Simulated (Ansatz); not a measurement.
## Relative stability

Two relaxed structures of H2SeS, singlet (PBE0-D4/def2-TZVP; forces vanish, vibrations not checked).

A:

```xyz
4
angstrom
S -0.3956 -1.2633 0.2794
Se -0.6975 0.6586 -0.6108
H 0.9348 -1.3958 0.5330
H -0.6395 -1.1430 1.6128
```

B:

```json
{"atom": "S1", "x (Å)": "-0.2780", "y (Å)": "-0.9790", "z (Å)": "0.6361"}
{"atom": "Se2", "x (Å)": "-0.6148", "y (Å)": "0.6098", "z (Å)": "-0.8328"}
{"atom": "H3", "x (Å)": "0.9503", "y (Å)": "-1.3459", "z (Å)": "0.2285"}
{"atom": "H4", "x (Å)": "-0.0575", "y (Å)": "1.7152", "z (Å)": "-0.0318"}
```

Computed with Ansatz 0.2.0 (basis: def2-TZVPP); correlated methods freeze the cores. Filled d shells of the heavier atoms are correlated. The def2 sets are not built for correlating such inner shells, so the correlated values are less sure here. B3LYP uses VWN-RPA correlation.

Problem. Which structure is lower at CCSD(T), and by how much? (Judge from chemistry; the value comes from the calculation.)

Solution. Computed: B, by 1.102 eV (electronic energy, against the other). By their contacts, A is H₂SeS ([SH2][Se]) and B is H₂SeS ([SH][SeH]).

All methods give the same order:

| method | E(B) − E(A) (eV) |
| --- | --- |
| PBE-D4 | -0.956 |
| r2SCAN-D4 | -0.983 |
| PBE0-D4 | -0.999 |
| B3LYP-D4 | -1.003 |
| wB97M-V | -1.044 |
| HF | -1.084 |
| MP2 | -1.069 |
| CCSD | -1.116 |
| CCSD(T) | -1.102 |

The T1 diagnostic stays at or below 0.013.

Labels in which every atom is bracketed show which atoms are joined, not bond orders.

For scale, one of the runs: CCSD(T)/def2-TZVPP, 118 basis functions, launched by `ansatz run in.yaml --threads 2 --pin off --events-out ev --progress --plain --max-ram 4352MiB`. The run took about 6 s on 2 CPU threads of an Intel Xeon 6975P-C (shared host).
